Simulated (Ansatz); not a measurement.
Species: AlH3, charge 1, doublet. AlH3+ (parent SMILES [AlH3], doublet).
B3LYP-D3(BJ)/def2-TZVP minimum from Ansatz (a first-principles code):
```
Al
H 1 1.5437
H 1 1.6724 2 146.81
H 1 1.6724 2 146.81 3 -180.00
```
Charge +1, spin multiplicity 2.

Hartree-Fock and CCSD correlation energies in hartree (Ansatz). UHF or UKS for unpaired electrons; spin-orbit terms are left out. Cores are frozen in correlated methods. No relativity. The UHF reference of H3Al+ (parent SMILES [AlH3], doublet) is spin-contaminated (<S^2> up to 0.04 over the pure value in the sets run). The spin of H3Al+ (parent SMILES [AlH3], doublet) was assumed, and the state is the lowest solution found for it.

```csv
basis,X,E(HF),"E(corr, CCSD)"
cc-pV(T+d)Z,3,-243.28680,-0.09026
cc-pV(Q+d)Z,4,-243.28943,-0.09371
cc-pV(5+d)Z,5,-243.29006,withheld
```

Question: Fit E(corr) = E∞ + A/X³ to X = 3 and 4, predict X = 5, and compare with the run.

Answer: A = (-0.09026 - (-0.09371))/(1/27 - 1/64) = 0.1611; E∞ = -0.09371 - A/64 = -0.09623; at X = 5, E∞ + A/125 = -0.09494. The run gave -0.09462, 0.32 mEh above the prediction. The same form on X = 4 and 5 gives E∞ = -0.09557, 0.65 mEh above the first estimate.
